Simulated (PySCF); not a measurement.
A side-by-side comparison of computed properties.

First species: C3H9NSi2.
Bonds: C1–Si2, Si2–C3, C3–Si4, Si4–C5, C5–N6 (triple). Hydrogens: H7, H8, H9 on C1; H10, H11 on Si2; H12, H13 on C3; H14, H15 on Si4.

Second species: 4-pentyn-1-ol, C5H8O.
Geometry (GFN2-xTB, Å), atoms numbered from 1 in this order:
```xyz
14
C5H8O angstrom
C      3.054    0.981   -0.262
C      1.954    0.602   -0.540
C      0.616    0.145   -0.852
C     -0.262    0.102    0.402
C     -1.668   -0.404    0.076
O     -2.535   -0.351    1.183
H      4.021    1.313   -0.028
H      0.676   -0.854   -1.296
H      0.172    0.819   -1.590
H     -0.335    1.102    0.836
H      0.199   -0.554    1.146
H     -2.131    0.231   -0.683
H     -1.612   -1.430   -0.320
H     -2.150   -0.863    1.903
```

Levels: wB97X-D/def2-SVPD for dipole moment, HOMO energy, LUMO energy, HOMO–LUMO gap, static isotropic polarisability and electronic spatial extent ⟨r²⟩ about the centre of nuclear charge; TDDFT wB97X-D/def2-SVPD for lowest singlet excitation; TDA wB97X-D/def2-SVPD for lowest triplet excitation (Tamm–Dancoff); GFN2-xTB for rotational constant A and rotational constant C. Geometries: GFN2-xTB. Each structure is a single optimised conformer of the isolated species, non-relativistic unless stated; the electronic structure was computed with PySCF and density fitting.

The conformers computed, where there is a choice (atom-mapped SMILES and torsion angles):
- `[CH3:1][SiH2:2][CH2:3][SiH2:4][C:5]#[N:6]`: C1–Si2–C3–Si4 69°, Si2–C3–Si4–C5 -64°
- `[CH:1]#[C:2][CH2:3][CH2:4][CH2:5][OH:6]`: C2–C3–C4–C5 -179°, C3–C4–C5–O6 -175°, H–O6–C5–C4 -57°

Problem. Which of the two has the higher HOMO energy, and by how much?

Solution. The second: -9.60 eV against -10.82 eV, a difference of 1.22 eV.

Problem. Which has the higher static isotropic polarisability?

Solution. The first: 90.2 au against 64.0 au, a difference of 26.2 au.

Problem. Which of the two has the higher ⟨r²⟩, and by how much?

Solution. The first: 1112 bohr² against 886 bohr², a difference of 226 bohr².

Problem. Which of the two has the higher S1 energy, and by how much?

Solution. The first: 7.21 eV against 6.80 eV, a difference of 0.41 eV.

Problem. Which of the two has the higher dipole moment, and by how much?

Solution. The first: 3.48 D against 1.27 D, a difference of 2.21 D.

Problem. Which of the two has the higher T1 energy, and by how much?

Solution. The first: 6.08 eV against 5.66 eV, a difference of 0.42 eV.

Problem. Which of the two has the higher LUMO energy, and by how much?

Solution. The second: 2.18 eV against 1.19 eV, a difference of 0.99 eV.

Problem. Which of the two has the higher rotational constant A, and by how much?

Solution. The second: 16.076 GHz against 2.885 GHz, a difference of 13.191 GHz.

On the first: The vertical singlet–triplet gap S1 − T1 is 1.13 eV (TDDFT singlet less Tamm–Dancoff triplet). No computed singlet falls in the visible range (750 to 380 nm, 1.65 to 3.26 eV); S1 lies 3.95 eV above its blue end.

On the second: The 8 singlets span 6.80 to 8.76 eV, and their oscillator strengths add up to 0.15. The vertical singlet–triplet gap S1 − T1 is 1.14 eV (TDDFT singlet less Tamm–Dancoff triplet).
